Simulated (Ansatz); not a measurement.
## Molecular dynamics of BClH2O2

The input (input.yaml):

```yaml
crystal:
  periodic: [false, false, false]
  atoms:
    - { symbol: B, position_ang: [-0.093075, -0.162017, -0.103761] }
    - { symbol: O, position_ang: [0.051202, -0.288038, 1.253393] }
    - { symbol: H, position_ang: [-0.791656, -0.133927, 1.720876] }
    - { symbol: O, position_ang: [0.964816, -0.337301, -0.945668] }
    - { symbol: H, position_ang: [1.765356, -0.550176, -0.424552] }
    - { symbol: Cl, position_ang: [-1.674942, 0.23816, -0.838088] }
basis:
  gaussian: { orbitals: "6-31G*" }
hamiltonian:
  xc: pbe
md:
  timestep: 2.5
  n_steps: 40
  ensemble: nve
  temperature: 100.0
  initial_velocities: maxwell_boltzmann
  seed: 996002
```

Launched with:

```bash
$ ansatz run input.yaml --threads 1 --pin off --max-ram 2048MiB --backend cpu --events-out ev --progress --plain --runs-dir out
```

It starts from a relaxed structure.

Output, in part (step lines, the closing report, with atoms numbered from 0):

```
md step     0: t =     0.00 fs  T =   100.0 K  F+E_penalty+E_count = -17318.31666648 eV  E_kin = 0.051704 eV  conserved = -17318.26496248 eV  (25 SCF iters)
md step     1: t =     2.50 fs  T =    83.5 K  F+E_penalty+E_count = -17318.29899858 eV  E_kin = 0.043169 eV  conserved = -17318.25582947 eV  (28 SCF iters)
md step     2: t =     5.00 fs  T =    63.2 K  F+E_penalty+E_count = -17318.28971673 eV  E_kin = 0.032681 eV  conserved = -17318.25703615 eV  (28 SCF iters)
md step     3: t =     7.50 fs  T =    48.0 K  F+E_penalty+E_count = -17318.28903256 eV  E_kin = 0.024820 eV  conserved = -17318.26421208 eV  (28 SCF iters)
md step     4: t =    10.00 fs  T =    33.6 K  F+E_penalty+E_count = -17318.27282160 eV  E_kin = 0.017354 eV  conserved = -17318.25546808 eV  (28 SCF iters)
md step     5: t =    12.50 fs  T =    34.2 K  F+E_penalty+E_count = -17318.27441140 eV  E_kin = 0.017693 eV  conserved = -17318.25671825 eV  (29 SCF iters)
md step     6: t =    15.00 fs  T =    40.3 K  F+E_penalty+E_count = -17318.28517916 eV  E_kin = 0.020812 eV  conserved = -17318.26436686 eV  (28 SCF iters)
md step     7: t =    17.50 fs  T =    32.1 K  F+E_penalty+E_count = -17318.27110490 eV  E_kin = 0.016609 eV  conserved = -17318.25449562 eV  (27 SCF iters)
md step     8: t =    20.00 fs  T =    30.8 K  F+E_penalty+E_count = -17318.27029246 eV  E_kin = 0.015920 eV  conserved = -17318.25437246 eV  (28 SCF iters)
md step     9: t =    22.50 fs  T =    37.9 K  F+E_penalty+E_count = -17318.28183788 eV  E_kin = 0.019618 eV  conserved = -17318.26221971 eV  (28 SCF iters)
md step    10: t =    25.00 fs  T =    38.7 K  F+E_penalty+E_count = -17318.27010425 eV  E_kin = 0.019993 eV  conserved = -17318.25011101 eV  (28 SCF iters)
md step    11: t =    27.50 fs  T =    49.6 K  F+E_penalty+E_count = -17318.27466383 eV  E_kin = 0.025633 eV  conserved = -17318.24903074 eV  (28 SCF iters)
md step    12: t =    30.00 fs  T =    66.0 K  F+E_penalty+E_count = -17318.29288692 eV  E_kin = 0.034107 eV  conserved = -17318.25878040 eV  (28 SCF iters)
md step    13: t =    32.50 fs  T =    59.0 K  F+E_penalty+E_count = -17318.26997717 eV  E_kin = 0.030515 eV  conserved = -17318.23946201 eV  (28 SCF iters)
md step    14: t =    35.00 fs  T =    59.0 K  F+E_penalty+E_count = -17318.26606604 eV  E_kin = 0.030494 eV  conserved = -17318.23557236 eV  (28 SCF iters)
md step    15: t =    37.50 fs  T =    70.5 K  F+E_penalty+E_count = -17318.28693884 eV  E_kin = 0.036455 eV  conserved = -17318.25048341 eV  (28 SCF iters)
md step    16: t =    40.00 fs  T =    50.3 K  F+E_penalty+E_count = -17318.23669437 eV  E_kin = 0.025992 eV  conserved = -17318.21070251 eV  (28 SCF iters)
md step    17: t =    42.50 fs  T =    50.8 K  F+E_penalty+E_count = -17318.21866320 eV  E_kin = 0.026241 eV  conserved = -17318.19242256 eV  (26 SCF iters)
md step    18: t =    45.00 fs  T =   102.1 K  F+E_penalty+E_count = -17318.27765022 eV  E_kin = 0.052799 eV  conserved = -17318.22485142 eV  (28 SCF iters)
md step    19: t =    47.50 fs  T =    93.7 K  F+E_penalty+E_count = -17318.15172219 eV  E_kin = 0.048422 eV  conserved = -17318.10329989 eV  (29 SCF iters)
md step    20: t =    50.00 fs  T =   142.3 K  F+E_penalty+E_count = -17318.05480930 eV  E_kin = 0.073579 eV  conserved = -17317.98123015 eV  (54 SCF iters)
md step    21: t =    52.50 fs  T =   331.6 K  F+E_penalty+E_count = -17318.20804178 eV  E_kin = 0.171465 eV  conserved = -17318.03657657 eV  (28 SCF iters)
md step    22: t =    55.00 fs  T =   452.7 K  F+E_penalty+E_count = -17317.59371087 eV  E_kin = 0.234088 eV  conserved = -17317.35962295 eV  (33 SCF iters)
md step    23: t =    57.50 fs  T =  1963.2 K  F+E_penalty+E_count = -17316.71000633 eV  E_kin = 1.015078 eV  conserved = -17315.69492792 eV  (33 SCF iters)
md step    24: t =    60.00 fs  T =    55.1 K  F+E_penalty+E_count = -17315.74207523 eV  E_kin = 0.028511 eV  conserved = -17315.71356409 eV  (30 SCF iters)
md step    25: t =    62.50 fs  T =  1428.7 K  F+E_penalty+E_count = -17316.41960908 eV  E_kin = 0.738721 eV  conserved = -17315.68088856 eV  (30 SCF iters)
md step    26: t =    65.00 fs  T =  2564.6 K  F+E_penalty+E_count = -17318.23893379 eV  E_kin = 1.326025 eV  conserved = -17316.91290866 eV  (34 SCF iters)
md step    27: t =    67.50 fs  T = 78102.0 K  F+E_penalty+E_count = -17308.75294843 eV  E_kin = 40.381842 eV  conserved = -17268.37110665 eV  (33 SCF iters)
md step    28: t =    70.00 fs  T = 359783.3 K  F+E_penalty+E_count = -17311.54806407 eV  E_kin = 186.022365 eV  conserved = -17125.52569933 eV  (82 SCF iters)
md step    29: t =    72.50 fs  T = 358839.4 K  F+E_penalty+E_count = -17311.07375487 eV  E_kin = 185.534342 eV  conserved = -17125.53941241 eV  (43 SCF iters)
md step    30: t =    75.00 fs  T = 357362.5 K  F+E_penalty+E_count = -17310.26757612 eV  E_kin = 184.770686 eV  conserved = -17125.49689004 eV  (39 SCF iters)
md step    31: t =    77.50 fs  T = 355574.0 K  F+E_penalty+E_count = -17309.30604575 eV  E_kin = 183.845987 eV  conserved = -17125.46005833 eV  (40 SCF iters)
md step    32: t =    80.00 fs  T = 353911.5 K  F+E_penalty+E_count = -17308.43319342 eV  E_kin = 182.986422 eV  conserved = -17125.44677105 eV  (40 SCF iters)
md step    33: t =    82.50 fs  T = 352953.2 K  F+E_penalty+E_count = -17307.95256206 eV  E_kin = 182.490896 eV  conserved = -17125.46166637 eV  (128 SCF iters)
md step    34: t =    85.00 fs  T = 352459.9 K  F+E_penalty+E_count = -17307.71414927 eV  E_kin = 182.235844 eV  conserved = -17125.47830478 eV  (35 SCF iters)
md step    35: t =    87.50 fs  T = 352082.1 K  F+E_penalty+E_count = -17307.52459226 eV  E_kin = 182.040552 eV  conserved = -17125.48403986 eV  (43 SCF iters)
md step    36: t =    90.00 fs  T = 351480.2 K  F+E_penalty+E_count = -17307.20223907 eV  E_kin = 181.729310 eV  conserved = -17125.47292924 eV  (50 SCF iters)
md step    37: t =    92.50 fs  T = 350861.9 K  F+E_penalty+E_count = -17306.87897815 eV  E_kin = 181.409630 eV  conserved = -17125.46934853 eV  (69 SCF iters)
md step    38: t =    95.00 fs  T = 350248.5 K  F+E_penalty+E_count = -17306.56063114 eV  E_kin = 181.092499 eV  conserved = -17125.46813228 eV  (63 SCF iters)
md step    39: t =    97.50 fs  T = 349831.3 K  F+E_penalty+E_count = -17306.31240968 eV  E_kin = 180.876792 eV  conserved = -17125.43561779 eV  (52 SCF iters)
md step    40: t =   100.00 fs  T = 350184.1 K  F+E_penalty+E_count = -17306.52436811 eV  E_kin = 181.059186 eV  conserved = -17125.46518236 eV  (534 SCF iters)
Total energy: -17306.52440349 eV, -636.0030410447 hartree
Atom 0 at     0.870397    -0.343129    -0.361271 Å, force     1.773068    -0.522592     1.828833 eV/Å
Atom 1 at     2.453822    -0.796856     0.382639 Å, force    -5.479041     1.516782    -2.024198 eV/Å
Atom 2 at   -54.405271    10.689734    24.325132 Å, force     0.000032    -0.000006    -0.000008 eV/Å
Atom 3 at     0.902558    -0.266152    -1.680795 Å, force     1.872454    -0.623491     0.598495 eV/Å
Atom 4 at     1.848473    -0.656389    -1.523484 Å, force     0.241520     0.040494    -1.507328 eV/Å
Atom 5 at    -1.502864     0.186169    -0.646302 Å, force     1.591967    -0.411187     1.104205 eV/Å
Dipole moment:    -4.260570     0.816948     1.842650 e Å
```

The run went to its last step. The conserved energy changed by up to 32000 meV per atom, so the integration failed: the time step of 2.5 fs is too long for the fastest motions that this run met, and the later frames carry no physical meaning.

Parted: B1–Cl6 1.79 → 2.45 Å, O2–H3 0.98 → 62.75 Å. It ends as BHO2 + Cl + H by the count below, though a long contact still joins these pieces: B1–Cl6, 2.45 Å. Pairs count as bonded within 1.25 times the sum of covalent radii (0.12 Å more for H–H).

Last frame:

```xyz
6
Properties=species:S:1:pos:R:3
B 0.870 -0.343 -0.361
O 2.454 -0.797 0.383
H -54.405 10.690 24.325
O 0.903 -0.266 -1.681
H 1.849 -0.656 -1.524
Cl -1.503 0.186 -0.646
```

Run time: 66 s on 1 thread of Arm Neoverse V2, with other jobs on the host, peak memory 0.11 GiB.
